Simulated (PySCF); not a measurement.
F₄Zr, charge +1, doublet, geometry from GFN2-xTB (such geometries of metal compounds can be far from the true shape) (the multiplicity is a formal guess) (core potentials on Zr); B3LYP/def2-SVP in PySCF.

The PySCF input:
```python
from pyscf import gto, scf, dft

mol = gto.Mole()
mol.atom = '''
    Zr    0.00000000   -0.00000000    0.00000000
    F     1.19625354    0.87726079   -1.14149566
    F     0.94458360   -1.17292463    1.11158940
    F    -1.23870792   -0.96627039   -1.01761760
    F    -0.90212922    1.26193423    1.04752386
'''
mol.basis = 'def2-svp'
mol.ecp = {'Zr': 'def2-svp'}
mol.charge = 1
mol.spin = 1
mol.verbose = 4
mol.build()

mf = dft.UKS(mol)
mf.xc = 'b3lyp'
mf.kernel()
```

Output, abridged:

```
PySCF version 2.14.0

[INPUT] verbose = 4
[INPUT] num. atoms = 5
[INPUT] num. electrons = 47
[INPUT] charge = 1
[INPUT] spin (= nelec alpha-beta = 2S) = 1
[INPUT] symmetry False subgroup None
[INPUT] Mole.unit = angstrom
[INPUT] Symbol           X                Y                Z      unit          X                Y                Z       unit  Magmom
[...]
nuclear repulsion = 206.269547488722
number of shells = 35
number of NR pGTOs = 153
number of NR cGTOs = 87
basis = def2-svp
ecp = {'Zr': 'def2-svp'}

******** <class 'pyscf.dft.uks.UKS'> ********
method = UKS
initial guess = minao
damping factor = 0
level_shift factor = 0
DIIS = <class 'pyscf.scf.diis.CDIIS'>
diis_start_cycle = 1
diis_space = 8
diis_damp = 0
SCF conv_tol = 1e-09
SCF conv_tol_grad = None
SCF max_cycles = 50
direct_scf = True
direct_scf_tol = 1e-13
number electrons alpha = 24  beta = 23
XC library pyscf.dft.libxc version 7.1.2
    S. Lehtola, C. Steigemann, M. J. T. Oliveira, and M. A. L. Marques,  SoftwareX 7, 1–5 (2018)
XC functionals = b3lyp
    P. J. Stephens, F. J. Devlin, C. F. Chabalowski, and M. J. Frisch,  J. Phys. Chem. 98, 11623 (1994)
radial grids:
    Treutler-Ahlrichs [JCP 102, 346 (1995); DOI:10.1063/1.469408] (M4) radial grids

becke partition: Becke, JCP 88, 2547 (1988); DOI:10.1063/1.454033
pruning grids: <function nwchem_prune>
grids dens level: 3
symmetrized grids: False
atomic radii adjust function: <function treutler_atomic_radii_adjust>
small_rho_cutoff = 0
Set gradient conv threshold to 3.16228e-05
tot grids = 79440
init E= -440.131456924938

cycle= 1 E= -445.876331895784  delta_E= -5.74  |g|= 0.406  |ddm|= 2.88
cycle= 2 E= -445.635835101655  delta_E= 0.24  |g|= 0.868  |ddm|= 0.981
cycle= 3 E= -445.853816243151  delta_E= -0.218  |g|= 0.451  |ddm|= 0.951
cycle= 4 E= -445.929987593432  delta_E= -0.0762  |g|= 0.147  |ddm|= 0.511
cycle= 5 E= -445.929827019388  delta_E= 0.000161  |g|= 0.148  |ddm|= 0.224
cycle= 6 E= -445.93751999901  delta_E= -0.00769  |g|= 0.061  |ddm|= 0.17
cycle= 7 E= -445.938362656356  delta_E= -0.000843  |g|= 0.0411  |ddm|= 0.0672
cycle= 8 E= -445.938876886707  delta_E= -0.000514  |g|= 0.0238  |ddm|= 0.0406
cycle= 9 E= -445.939080757991  delta_E= -0.000204  |g|= 0.0162  |ddm|= 0.0267
cycle= 10 E= -445.939211249887  delta_E= -0.00013  |g|= 0.00839  |ddm|= 0.0239
cycle= 11 E= -445.939271852418  delta_E= -6.06e-05  |g|= 0.00353  |ddm|= 0.0287
cycle= 12 E= -445.939286147101  delta_E= -1.43e-05  |g|= 0.00212  |ddm|= 0.023
[...]
cycle= 22 E= -445.939307606345  delta_E= -1.69e-06  |g|= 0.000359  |ddm|= 0.00367
cycle= 23 E= -445.939307318285  delta_E= 2.88e-07  |g|= 0.000363  |ddm|= 0.000708
cycle= 24 E= -445.939306980455  delta_E= 3.38e-07  |g|= 0.00035  |ddm|= 0.000797
cycle= 25 E= -445.939303663966  delta_E= 3.32e-06  |g|= 0.00035  |ddm|= 0.0073
cycle= 26 E= -445.93929306148  delta_E= 1.06e-05  |g|= 0.000439  |ddm|= 0.0238
cycle= 27 E= -445.939305341434  delta_E= -1.23e-05  |g|= 0.000447  |ddm|= 0.0274
cycle= 28 E= -445.939287263943  delta_E= 1.81e-05  |g|= 0.000586  |ddm|= 0.0408
cycle= 29 E= -445.93928376387  delta_E= 3.5e-06  |g|= 0.000527  |ddm|= 0.00892
cycle= 30 E= -445.939286946026  delta_E= -3.18e-06  |g|= 0.0011  |ddm|= 0.00909
cycle= 31 E= -445.939271433176  delta_E= 1.55e-05  |g|= 0.000774  |ddm|= 0.0398
cycle= 32 E= -445.939272077016  delta_E= -6.44e-07  |g|= 0.000382  |ddm|= 0.00369
cycle= 33 E= -445.939268036381  delta_E= 4.04e-06  |g|= 0.000376  |ddm|= 0.0163
cycle= 34 E= -445.939270361545  delta_E= -2.33e-06  |g|= 0.00114  |ddm|= 0.00764
cycle= 35 E= -445.939268661356  delta_E= 1.7e-06  |g|= 0.00119  |ddm|= 0.0113
cycle= 36 E= -445.939266074166  delta_E= 2.59e-06  |g|= 0.000446  |ddm|= 0.00903
cycle= 37 E= -445.939264955416  delta_E= 1.12e-06  |g|= 0.00058  |ddm|= 0.0038
cycle= 38 E= -445.939262161379  delta_E= 2.79e-06  |g|= 0.00162  |ddm|= 0.0103
cycle= 39 E= -445.939269833482  delta_E= -7.67e-06  |g|= 0.000307  |ddm|= 0.0162
cycle= 40 E= -445.939270275827  delta_E= -4.42e-07  |g|= 0.000304  |ddm|= 0.00738
cycle= 41 E= -445.939271576261  delta_E= -1.3e-06  |g|= 0.000295  |ddm|= 0.0043
cycle= 42 E= -445.939276889578  delta_E= -5.31e-06  |g|= 0.000308  |ddm|= 0.0172
cycle= 43 E= -445.939279940147  delta_E= -3.05e-06  |g|= 0.000541  |ddm|= 0.0122
cycle= 44 E= -445.939282367694  delta_E= -2.43e-06  |g|= 0.000498  |ddm|= 0.0214
cycle= 45 E= -445.939281799727  delta_E= 5.68e-07  |g|= 0.000414  |ddm|= 0.0104
cycle= 46 E= -445.939289148208  delta_E= -7.35e-06  |g|= 0.000331  |ddm|= 0.0197
cycle= 47 E= -445.939296550225  delta_E= -7.4e-06  |g|= 0.000585  |ddm|= 0.0229
cycle= 48 E= -445.939304714409  delta_E= -8.16e-06  |g|= 0.00168  |ddm|= 0.0334
cycle= 49 E= -445.939296952351  delta_E= 7.76e-06  |g|= 0.000294  |ddm|= 0.029
cycle= 50 E= -445.939299493635  delta_E= -2.54e-06  |g|= 0.00145  |ddm|= 0.0164
SCF not converged.
SCF energy = -445.939299493635 after 50 cycles  <S^2> = 0.7612659  2S+1 = 2.0112343
```

Convergence was not reached.
